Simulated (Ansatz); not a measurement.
```yaml
crystal:
  periodic: [false, false, false]
  atoms:
    - {symbol: Na, position_ang: [-2.468457, -2.739503, 0.003044]}
    - {symbol: Na, position_ang: [-2.229603, 0.000722, -2.213664]}
    - {symbol: Na, position_ang: [-2.228882, 0.016381, 2.231532]}
    - {symbol: Na, position_ang: [-2.462259, 2.755037, 0.021209]}
    - {symbol: Na, position_ang: [-0.015958, -2.750919, -2.473731]}
    - {symbol: Na, position_ang: [0.003940, -2.743836, 2.459564]}
    - {symbol: Na, position_ang: [2.456578, -2.751642, -0.012857]}
    - {symbol: Na, position_ang: [-0.004797, 2.750949, -2.449674]}
    - {symbol: Na, position_ang: [2.203063, -0.023014, -2.239139]}
    - {symbol: Na, position_ang: [-0.001103, 0.001351, 0.009263]}
    - {symbol: Na, position_ang: [0.013618, 2.741623, 2.476148]}
    - {symbol: Na, position_ang: [2.236473, 0.001954, 2.222157]}
    - {symbol: Na, position_ang: [2.470508, 2.733120, 0.001092]}
basis:
  gaussian: {orbitals: "6-31G*"}
total_charge: 1
hamiltonian: {xc: {name: LC-wPBE}}
accuracy: high
scf: {lower_state_search: off}
```

```sh
$ ansatz run in.yaml --threads 4 --pin off --events-out ev --progress --plain --max-ram 9574MiB
```

It prints (some lines left out):

```
Functional definition: LC-wPBE
5017 factors; integrals over basis functions are off by at most 2.7e-9 eV
2065 factors; integrals over basis functions are off by at most 1.4e-9 eV
mean field evaluation 1: about -57378.9764 eV, gradient 1.2e1 eV
mean field evaluation 2: about -57379.8380 eV, gradient 4.9e0 eV
mean field evaluation 4: about -57380.0845 eV, gradient 2.2e-1 eV
mean field evaluation 8: about -57380.0812 eV, gradient 2.0e-2 eV
mean field evaluation 16: about -57380.0813 eV, gradient 1.4e-3 eV
mean field evaluation 32: about -57380.0813 eV, gradient 1.8e-6 eV
mean field -57380.08130710 eV, -2108.6790944199 hartree, gradient 5.0e-8 eV, S^2 0.000000; 0 other end points of the search recorded, 0 dependent functions left out
reference -57380.08130710 eV, -2108.6790944199 hartree; 71, 71 occupied and 176, 176 virtual orbitals, 5017 factors
Total energy: -57380.08130710 eV, -2108.6790944199 hartree
Checks for a lower state left out: stability, starts, cluster_reference, orbital_swaps, neighbouring_geometries, increment
```

Run time 100 s (4 threads of Intel Xeon on a shared host), peak host memory 2.2 GiB.

The 6-31G sets use Cartesian d functions. LC-ωPBE has ω = 0.4 bohr⁻¹. The restricted singlet is unstable towards broken spin symmetry in Hartree–Fock (as tested in another run); at RKS LC-ωPBE/6-31G* this wasn't settled.
